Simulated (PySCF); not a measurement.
**Working out the ionisation energy of Ir⁺**

Ir⁺ [Xe] 4f14 5d7 6s1 (5F) → Ir²⁺ [Xe] 4f14 5d7 (4F). All numbers are calculated (PySCF 2.14, a scalar-relativistic core potential, in aug-cc-pwCVDZ-PP with ECP60MDF (6s6p5d3f, 70 functions)). Frozen: nothing. Energies in hartree (1 hartree = 27.21139 eV):

```csv
part,Ir⁺ (lower),Ir²⁺ (upper)
UHF,-103.365464,-102.764732
CCSD correlation,-0.397773,-0.357105
(T),-0.008917,-0.007392
```

Task: What does Hartree-Fock give?

Result: (-102.764732) − (-103.365464) = 0.600732 hartree = 16.347 eV.

Task: What do CCSD and CCSD(T) give?

Result: The CCSD correlation energies differ by 0.040668 hartree = 1.107 eV and the triples by 0.001525 hartree = 0.041 eV, so CCSD gives 17.454 eV and CCSD(T) 17.495 eV.

Reference: 17 ± 0.3 eV (semi-empirical (NIST evaluation); NIST Atomic Spectra Database, ionization energies), between the lowest levels; spin-orbit coupling is absent from the calculation.

A double-zeta basis recovers only part of the correlation energy.

What remains against the reference includes basis incompleteness and higher excitations.
